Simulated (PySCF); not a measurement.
# Correlation energy of Sr (strontium, neutral)

[Kr] 5s2, closed-shell 1S. Computed with PySCF 2.14 in aug-cc-pVTZ-X2C (8s7p5d2f, 68 functions), with the spin-free X2C one-electron Hamiltonian (Gaussian nucleus). Frozen: [Kr]; 2 electrons correlated.

With two correlated electrons CCSD is exact within the correlated space (frozen core and kept virtual orbitals).

```
level  correlation energy (mhartree)
 CCSD                         -25.86
```

Diagnostics: T1 = 0.017, D1 = 0.0236, largest double amplitude 0.067.

Cost of the coupled-cluster step: roughly 1.1 core-seconds, for 2 correlated electrons.
